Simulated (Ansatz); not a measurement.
System: C₅H₁₁O, charge 1, multiplicity 1. It need not be the lowest isomer of its formula. 
Structure (B3LYP-D3(BJ)/def2-TZVP (Ansatz, a quantum-chemistry and plane-wave program) minimum search):
```xyz
17

C     -2.8740    -0.4370    -0.4000
C     -1.4400    -0.7256    -0.8293
C     -0.4192     0.0134     0.0374
C      1.0076    -0.2860    -0.4050
C      2.0951     0.3347     0.3115
O      1.8698     1.1115     1.2870
H     -3.0473    -0.7467     0.6324
H     -3.5812    -0.9738    -1.0312
H     -3.1023     0.6279    -0.4750
H     -1.2467    -1.8015    -0.7763
H     -1.3012    -0.4367    -1.8757
H     -0.5408    -0.2739     1.0847
H     -0.5953     1.0907    -0.0146
H      1.2459    -1.3670    -0.3995
H      1.1929    -0.0403    -1.4683
H      3.1331     0.1477     0.0280
H      2.6674     1.4851     1.7112
```
Charge +1, spin multiplicity 1.

Total electronic energies in hartree. Valence correlation only, unless marked. No spin-orbit coupling. Non-relativistic. CBS(X,Y): correlation extrapolated as X^-3; Hartree-Fock from the larger set. The bracket is a focal-point correction in the basis named.

```csv
level,program,energy (Eh)
RI-HF/cc-pVTZ,Ansatz,-270.44227
revPBE-D3(BJ)/def2-TZVPD,Ansatz + dftd3,-272.13813
B3LYP-D3(BJ)/def2-TZVPD,Ansatz + dftd3,-272.21946
PBE0/def2-TZVP,Ansatz,-271.86471
r2SCANh/def2-TZVPD,Ansatz,-272.01536
B2PLYP-D3(BJ)/def2-TZVPD,Ansatz + dftd3,-271.95124
MP2/cc-pVQZ,Ansatz,-271.60726
"RI-MP2/CBS(cc-pVTZ,cc-pVQZ)",Ansatz,-271.6578
SCS-MP2/6-31G,Ansatz,-270.78092
SCS-MP2/cc-pVDZ,Ansatz,-271.23471
SCS-MP2/cc-pVTZ,Ansatz,-271.52114
SCS-MP2/cc-pVQZ,Ansatz,-271.61557
CCSD(T) with core electrons/cc-pwCVTZ,Ansatz,-271.93122
"RI-MP2/CBS(cc-pVTZ,cc-pVQZ)+[CCSD(T)-MP2]/cc-pVDZ",Ansatz,-271.7577
"CCSD(T)/CBS(cc-pVTZ,cc-pVQZ)",Ansatz,-271.7458
```

Totals of different functionals don't rank their quality; only differences between species are comparable.
